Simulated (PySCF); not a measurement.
**Excitation energy of Ca by level of theory**

Ca [Ar] 4s2 (1S) → Ca [Ar] 4s1 5s1 (3S), as a difference of total energies. All numbers are calculated (PySCF 2.14, the spin-free X2C one-electron Hamiltonian (Gaussian nucleus), in aug-cc-pwCVTZ-X2C with one added diffuse shell each of s, p, d, f type (10s9p7d4f, 100 functions)). Correlated levels: valence and next inner shell: [Ne] frozen. The calculations carry no spin-orbit coupling.

| method | excitation energy (eV) |
| --- | --- |
| UHF | 3.093 |
| MP2 (valence and next inner shell) | 3.821 |
| SCS-MP2 (valence and next inner shell) | 3.921 |
| CCSD (valence and next inner shell) | 3.833 |
| CCSD(T) (valence and next inner shell) | 3.890 |

Task: How much does correlation contribute at CCSD(T) (valence and next inner shell)?

Result: 3.890 − (3.093) = 0.797 eV, measured against UHF.

Errors of the correlated levels include the incompleteness of this basis and the frozen core.

For comparison: 3.910 eV (measured; NIST levels).
